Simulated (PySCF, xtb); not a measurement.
H8N2OSi2, SMILES N[Si@@H](O)N[SiH3].

GFN2-xTB in xtb 6.7.1 at its own geometry gives an orbital gap of 5.41 eV and a dipole moment of 1.03 D.

The structure is a stationary point at B3LYP-D3(BJ)/def2-SVP. The structure was generated by enumeration; whether it is a known compound was not checked. The values are those of a single conformer.

Question: What does PBE/def2-TZVP run with PySCF give? (The exact figures need the calculation; the answer reports its results.)

Answer: gap 5.78 eV (levels -6.09 and -0.31 eV), dipole 1.85 D.
